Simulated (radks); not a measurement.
Values are calculated unless marked as measured or tabulated.
Ionisation of Sn16+, [Ar] 3d10 4s2 4p4, to Sn17+, [Ar] 3d10 4s2 4p3, under several functionals. Scalar-relativistic Kohn-Sham, spin-unpolarised, spherical densities, finite nucleus; a radial shooting solver on a logarithmic mesh with Libxc functionals.

| functional | E(Sn16+) (hartree) | Exc (hartree) | IE (eV) | -e(HOMO) (eV) | <r> HOMO (bohr) | IE error (eV) |
|---|---|---|---|---|---|---|
| B86b exchange with PBE correlation | -6080.68619 | -151.38364 | 441.74 | 427.29 | 0.7716 | +4.7 |
| revPBE | -6080.26903 | -150.96557 | 441.63 | 427.20 | 0.7717 | +4.6 |
| PBE | -6079.99805 | -150.69010 | 441.67 | 427.23 | 0.7717 | +4.7 |
| SOGGA | -6076.96226 | -147.63210 | 441.53 | 427.07 | 0.7715 | +4.5 |
| exchange-only r2SCAN | -6078.91428 | -149.30110 | 440.87 | 426.58 | 0.7732 | +3.9 |
| BP86 | -6081.06439 | -151.76734 | 441.92 | 427.45 | 0.7712 | +4.9 |
| SCAN | -6081.19138 | -151.62007 | 442.31 | 428.06 | 0.7722 | +5.3 |

NIST Atomic Spectra Database: 437 eV (theoretical). Closest: exchange-only r2SCAN. The Delta-SCF values span 1.44 eV, the total energies 4.23 hartree. The highest occupied level is 4p. Spin polarisation and multiplet splitting are left out, so open shells lie too high by an amount that depends on their filling. Spin-orbit splitting is averaged out at the scalar-relativistic level.

Beside tabulated values, note that spin-unpolarised runs miss the spin-polarisation part of the exchange energy of open shells.
